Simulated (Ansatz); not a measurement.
Input file for Ansatz (a first-principles code): R-B3LYP/def2-TZVPPD on C2H10OSi (a complex), monomers drawn apart or pushed together. Files ending in .json are basis or fitting sets from the Basis Set Exchange.

Ansatz 0.2 input:
```yaml
crystal:
  periodic: [false, false, false]
  atoms:
    - {symbol: Si, position_ang: [-0.05350744, -0.06743010, -0.08312070]}
    - {symbol: H, position_ang: [-1.23488905, 0.19413194, 0.76714472]}
    - {symbol: H, position_ang: [-0.39871861, 0.31536175, -1.47674465]}
    - {symbol: H, position_ang: [0.30812747, -1.49903288, -0.06645538]}
    - {symbol: H, position_ang: [1.08787252, 0.76881701, 0.34872434]}
    - {symbol: C, position_ang: [0.08792220, 1.29010491, 3.58427438]}
    - {symbol: C, position_ang: [-0.28408958, -0.17612876, 3.45504570]}
    - {symbol: O, position_ang: [0.52552421, -0.87007971, 2.50637764]}
    - {symbol: H, position_ang: [-0.57520367, 1.79376445, 4.29130118]}
    - {symbol: H, position_ang: [0.01338645, 1.79333993, 2.61966367]}
    - {symbol: H, position_ang: [1.11174411, 1.40368164, 3.95172260]}
    - {symbol: H, position_ang: [-0.23298010, -0.67309344, 4.43120274]}
    - {symbol: H, position_ang: [-1.30533014, -0.28038230, 3.08720008]}
    - {symbol: H, position_ang: [1.45074447, -0.76367499, 2.75359468]}
basis:
  gaussian:
    orbitals: def2-TZVPPD.json
hamiltonian:
  xc: {name: B3LYP}
scf: {lower_state_search: off}
```

The log:

```
Functional definition: B3LYP
[...]
these checks for a lower state are left out or cut short: stability, starts, cluster_reference, orbital_swaps, neighbouring_geometries, increment
integrals: 0.31 GiB planned
1437 factors; their error is unknown
mean field: 1.72 GiB planned
mean field evaluation 1: about -12155.6695 eV, gradient 6.4e1 eV
mean field evaluation 2: about -12147.1614 eV, gradient 9.1e1 eV
mean field evaluation 4: about -12164.2422 eV, gradient 5.6e0 eV
mean field evaluation 8: about -12164.3031 eV, gradient 7.1e-2 eV
mean field evaluation 16: about -12164.2914 eV, gradient 2.0e-5 eV
mean field -12164.29135563 eV, -447.0294620666 hartree, gradient 4.3e-6 eV, S^2 0.000000; 0 other end points of the search recorded, 0 dependent functions left out
reference -12164.29168009 eV, -447.0294739901 hartree; 22, 22 occupied and 310, 310 virtual orbitals, 1437 factors
Total energy: -12164.29168009 eV, -447.0294739901 hartree
Checks for a lower state left out: stability, starts, cluster_reference, orbital_swaps, neighbouring_geometries, increment
```

The run converged.

Cost: roughly 14 core-seconds.
